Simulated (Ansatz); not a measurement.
Stepwise reaction of `OB(O)F` with ammonia, as a gas-phase model of exchange steps in deposition or etching. ΔE in kJ/mol; ΔG adds harmonic PBE0-D4 terms to CCSD(T)/CBS, at 1 bar.

Computed with Ansatz on PBE0-D4/def2-TZVP structures; ΔE is electronic, products minus reactants. CCSD(T)/CBS adds triple-zeta CCSD(T) − MP2 to the extrapolated MP2 energy (def2 sets, frozen cores). This one scheme is used for every species. Functionals use def2-TZVPP. B3LYP here is the variant with VWN-RPA as its local correlation; programs differ in this. One conformer a species, not always the lowest.

| step | reaction | PBE-D4 | B3LYP-D4 | ωB97M-V | CCSD(T)/CBS | ΔG(600 K) |
| --- | --- | --- | --- | --- | --- | --- |
| 1 | `OB(O)F` + NH₃ → `NB(O)F` + H₂O | 29.8 | 31.5 | 32.1 | 29.5 | 24.4 |
| 2 | `NB(O)F` + NH₃ → `NB(N)F` + H₂O | 22.9 | 24.2 | 24.4 | 22.5 | 19.6 |

**Question.** By hand: ΔE of the 2 steps together at CCSD(T)/CBS.

**Answer.** (29.5) + (22.5) = 52.0 kJ/mol, or 26.0 kJ/mol a step.

In ΔE each step is lower than the one before. All are uphill at CCSD(T)/CBS. ΔG lies between 19.6 and 24.4 kJ/mol a step. PBE-D4 differs from CCSD(T)/CBS by 0.3 to 0.4 kJ/mol a step. Isolated molecules leave out the surface, adducts and barriers. Largest T1 diagnostic: 0.012.
